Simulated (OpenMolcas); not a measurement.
# V3+, Nb3+, Ta3+: d² down the group

```json
{
 "Program": "OpenMolcas",
 "Method": "MS-RASPT2, IPEA 0.25 Eh, imaginary shift 0.1 Eh",
 "Basis": "ANO-RCC-VTZP",
 "Scalar Hamiltonian": "DKH2, point nucleus",
 "Spin-orbit coupling": "state interaction with AMFI integrals over the reference wave functions, term energies averaged over their components"
}
```

Active space for each ion: 2 electrons in 9 orbitals (RAS2 d s; RAS3 p, at most 2 electrons); closed shells correlated by CASPT2: V3+ 3s 3p; Nb3+ 4s 4p; Ta3+ 5s 5p.

Computed levels in cm-1 above ³F₂:

```tsv
Level	V3+	Nb3+	Ta3+
³F₃	328	1102	4780
³F₄	750	2370	8980
¹D₂	10690	8210	10920
³P₀	13710	10210	11830
³P₁	13830	10660	14490
³P₂	14070	11600	18580
¹G₄	18930	14240	19460
¹S₀	43190	31780	36000
weight of ³F in the lowest level (%)	100	99	90
```

Mixed levels, with the weight of the term that names them: Ta3+ ¹D₂ (69 %).

Measured, with the error of the calculation in %. Measured levels: V3+ from Sugar and Corliss, J. Phys. Chem. Ref. Data 7, 1191 (1978).

| Level | V3+ |
| --- | --- |
| ³F₃ | 325 (+0.9) |
| ³F₄ | 735 (+2.1) |
| ¹D₂ | 10959 (-2.5) |
| ³P₁ | 13239 (+4.5) |
| ³P₂ | 13458 (+4.5) |
| ¹G₄ | 18391 (+2.9) |
| ¹S₀ | 42462 (+1.7) |

The fine-structure level ³F₄ changes by a factor of 12 from V3+ to Ta3+.

Without spin-orbit coupling ¹D lies 10270, 6940, 5530 cm-1 above ³F in that order; the difference to the level ¹D₂, of either sign, comes from spin-orbit coupling, which also lowers the zero.

CASPT2 breaks the degeneracy within a term, and the mean is taken; among the terms shown or strongly mixed into the levels shown the widest spread is 1100 cm-1 (3d² ¹G, V3+). Terms from blocks run as CI alone lack orbitals of their own. Computed and measured levels are paired by configuration, term and J; levels that our copy of the source lacks, or whose pairing is in doubt (as where it misses far off the trend of its configuration), stay unpaired and out of the deviations. Levels of configurations outside the active space are missing.
